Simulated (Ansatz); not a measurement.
A nudged elastic band was laid between two geometries of BFH₅NO (9 atoms, charge 0, multiplicity 1).

All numbers below come from Ansatz, RKS PBE0/def2-SVP.

```json
{
 "movable images": "7",
 "climbing image": "yes",
 "spring": "5.0 eV/Å²",
 "optimiser": "quadratic models (default)",
 "start path": "through a guess of the saddle point",
 "force threshold": "0.05 eV/Å",
 "iteration limit": "60",
 "end points": "relaxed"
}
```

Initial state:

```xyz
9
Properties=species:S:1:pos:R:3
B 0.069 0.146 0.377
O -0.480 -0.527 1.488
H -1.392 -0.769 1.302
H 1.246 -0.111 0.135
F -0.764 0.202 -0.735
N 0.150 1.787 0.839
H 0.580 2.358 0.111
H -0.786 2.149 1.031
H 0.705 1.868 1.691
```

Final state:

```xyz
9
Properties=species:S:1:pos:R:3
B 0.229 0.655 -0.218
O -0.355 -0.442 2.303
H -1.098 -0.681 1.735
H 1.273 0.082 -0.398
F -0.922 0.063 -0.569
N 0.176 1.952 0.306
H 1.009 2.476 0.534
H -0.685 2.484 0.354
H -0.301 0.514 2.189
```

Question: Which bonds break or form, and what moves?

Answer: Bonds broken: B1–O2, N6–H9. Bonds formed: O2–H9. BFH5NO becomes BFH3N + H2O.

Question: Give the energies along the band, and the barrier.

Answer: It converged. The highest image is number 5 of 0 to 8, 1.00 eV above the first end and 0.35 eV above the last; the last end lies 0.64 eV above the first. A vibrational analysis at the climbing image gives one clearly imaginary mode, 1135i cm⁻¹: a first-order saddle point. The orbitals stay closed-shell, which can raise the energy where a bond breaks towards radicals; this wasn't checked here.

| image | path coordinate (Å) | energy (eV) | B1–O2 (Å) | N6–H9 (Å) | O2–H9 (Å) |
| --- | --- | --- | --- | --- | --- |
| 0 | 0.00 | 0.00 | 1.41 | 1.02 | 2.68 |
| 1 | 0.55 | 0.01 | 1.41 | 1.02 | 2.52 |
| 2 | 1.11 | 0.03 | 1.41 | 1.02 | 2.43 |
| 3 | 1.66 | 0.03 | 1.41 | 1.02 | 2.43 |
| 4 | 2.21 | 0.26 | 1.45 | 1.04 | 1.81 |
| 5 | 2.76 | 1.00 | 1.60 | 1.37 | 1.17 |
| 6 | 3.22 | 0.80 | 1.83 | 1.86 | 0.99 |
| 7 | 3.68 | 0.70 | 2.33 | 2.19 | 0.97 |
| 8 | 4.13 | 0.64 | 2.81 | 2.42 | 0.96 |

Question: What is the geometry of the highest image?

Answer: 
```xyz
9
Properties=species:S:1:pos:R:3:forces:R:3
B 0.169 0.368 0.203 0.01 0.01 0.02
O -0.267 -0.218 1.632 0.01 0.02 -0.01
H -1.138 -0.630 1.551 -0.02 -0.02 0.00
H 1.270 -0.039 -0.108 0.00 0.00 0.00
F -0.859 0.115 -0.674 -0.01 0.00 -0.01
N 0.088 1.824 0.761 0.02 0.01 0.00
H 0.968 2.320 0.877 -0.01 0.00 0.00
H -0.578 2.420 0.273 0.00 -0.01 0.00
H -0.326 0.942 1.722 0.00 0.00 0.00
```

Question: What are the harmonic wavenumbers there?

Answer: 1135i, 309, 360, 402, 589, 686, 739, 812, 845, 889, 975, 1064, 1125, 1281, 1531, 1559, 1973, 2592, 3570, 3668, 3858 cm⁻¹.

The run took 2.9 min on 1 thread of Intel(R) Xeon(R) 6975P-C (Granite Rapids), with other jobs on the host, peak memory 0.17 GiB.
